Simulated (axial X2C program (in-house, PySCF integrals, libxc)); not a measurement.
## Excited states of SnCl⁺ by EOM-EE-CCSD

Computed with an axial X2C code built on PySCF integrals: two-component X2C with atomic mean-field Coulomb and Gaunt terms, Gaussian nuclei, basis Sn dyall-acv3z, Cl dyall-av3z with contracted cores.

R = 2.269 Å (near the PBE0 minimum at charge 1 of the determinant lowest at the starting distance; the state shown can have its own minimum elsewhere).

Hartree–Fock spinors of SnCl⁺ (one of each Kramers pair; a window near the gap, which can cut inner shells):

```csv
ω,occupied,ε (eV),character
1/2,yes,-22.41,"45% Cl p, 44% Sn s, 5% Cl s"
1/2,yes,-18.29,"85% Cl p, 6% Sn p, 5% Sn d"
3/2,yes,-18.21,"85% Cl p, 5% Sn p, 5% Sn d"
1/2,yes,-17.36,"37% Cl p, 29% Sn s, 28% Sn p"
1/2,no,-6.24,"81% Sn p, 7% Cl d, 6% Cl p"
3/2,no,-5.97,"81% Sn p, 7% Cl d, 6% Cl p"
1/2,no,-3.30,"58% Sn p, 22% Sn d, 8% Cl s"
1/2,no,-2.67,"85% Sn s, 5% Sn d, 4% Sn p"
1/2,no,-1.88,"93% Sn p, 4% Cl p"
3/2,no,-1.85,"94% Sn p, 4% Cl p"
```

Vertical excitation energies from the closed-shell determinant state of SnCl⁺:

| Ω | excitation (eV) | cm⁻¹ | hole of the leading pair | particle of the leading pair | weight of the pair (for Ω = 0 its time-reversed partner can hold as much again) | singles weight |
| --- | --- | --- | --- | --- | --- | --- |
| 0⁻ | 3.663 | 29547 | 39% Sn sσ, 28% Cl pσ, 27% Sn pσ | 82% Sn pπ, 6% Cl dπ | 0.48 | 0.96 |
| 0⁺ | 3.672 | 29614 | 39% Sn sσ, 28% Cl pσ, 27% Sn pσ | 83% Sn pπ, 6% Cl dπ | 0.48 | 0.96 |
| 1 | 3.818 | 30792 | 37% Sn sσ, 30% Cl pσ, 28% Sn pσ | 82% Sn pπ, 6% Cl dπ | 0.60 | 0.96 |
| 2 | 4.017 | 32398 | 39% Sn sσ, 28% Cl pσ, 27% Sn pσ | 83% Sn pπ, 6% Cl dπ | 0.96 | 0.96 |
| 1 | 4.798 | 38696 | 85% Cl pπ | 78% Sn pπ, 10% Cl dπ, 8% Cl pπ | 0.78 | 0.92 |
| 0⁻ | 4.849 | 39108 | 85% Cl pπ | 78% Sn pπ, 10% Cl dπ, 8% Cl pπ | 0.35 | 0.92 |
| 2 | 4.963 | 40030 | 85% Cl pπ | 79% Sn pπ, 9% Cl dπ, 7% Cl pπ | 0.88 | 0.91 |
| 1 | 4.977 | 40140 | 84% Cl pπ | 79% Sn pπ, 9% Cl dπ, 8% Cl pπ | 0.89 | 0.91 |
| 1 | 5.063 | 40834 | 44% Cl pσ, 28% Sn pσ, 21% Sn sσ | 81% Sn pπ, 8% Cl dπ, 7% Cl pπ | 0.55 | 0.93 |

This point took 30 s on 1 thread of Intel(R) Xeon(R) Processor @ 2.30GHz, on a shared host.

Reference electrons by ω block (each with its −ω partner): 1/2: 22, 3/2: 9, 5/2: 2. 10 electrons of SnCl⁺ correlated (inner shells frozen), 88 natural virtual spinors (a truncated set); levels can be off by some tenths of an eV. Roots sought by Ω: (0: 5, 1: 4, 2: 3, 3: 1); the list ends where they run out and leaves out roots under 60 % singles weight. The solver can skip a root, and states that need a further excitation, which the method places far too high, are missing though they may lie low or lowest. T1 of the reference 0.017 (Lee–Taylor). Number of frozen shells: Sn 4 s, 3 p, 2 d; Cl 2 s, 1 p.
